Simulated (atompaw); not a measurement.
**An all-electron radial function and its pseudo partner (aluminium (Al))**

Columns: radius, all-electron u(r) and pseudo u(r) of the 3s shell (level -23.65 eV) of aluminium in the configuration [Ne] 3s1 3p0; PBEsol, scalar-relativistic, PAW (atompaw) scheme, atompaw 4.2.0.5.

| r (bohr) | all-electron | pseudo |
| --- | --- | --- |
| 0.083 | 0.1678 | 0.0516 |
| 0.165 | -0.0091 | 0.1024 |
| 0.248 | -0.1984 | 0.1533 |
| 0.331 | -0.3140 | 0.2035 |
| 0.413 | -0.3505 | 0.2522 |
| 0.496 | -0.3259 | 0.3002 |
| 0.579 | -0.2591 | 0.3468 |
| 0.662 | -0.1669 | 0.3918 |
| 0.744 | -0.0631 | 0.4345 |
| 0.827 | 0.0460 | 0.4755 |
| 0.910 | 0.1530 | 0.5143 |
| 0.992 | 0.2527 | 0.5502 |
| 1.075 | 0.3451 | 0.5839 |
| 1.158 | 0.4276 | 0.6148 |
| 1.240 | 0.4989 | 0.6424 |
| 1.323 | 0.5604 | 0.6672 |
| 1.406 | 0.6118 | 0.6888 |
| 1.488 | 0.6530 | 0.7068 |
| 1.571 | 0.6858 | 0.7215 |
| 1.654 | 0.7104 | 0.7327 |
| 1.737 | 0.7274 | 0.7403 |
| 1.819 | 0.7375 | 0.7442 |
| 1.902 | 0.7416 | 0.7445 |
| 1.985 | 0.7402 | 0.7410 |
| 2.067 | 0.7339 | 0.7340 |
| 2.150 | 0.7233 | 0.7233 |

(1) How many radial nodes do the two functions have?

(2) Is the pseudo-wave norm-conserving?

## Answers

(1) The all-electron 3s function has n − l − 1 = 2; the pseudo-wave has 0, since the states of the same l below it are removed with the core.

(2) No, it belongs to a PAW set: the norm inside the radius is not constrained, and the difference is carried by the augmentation charge.
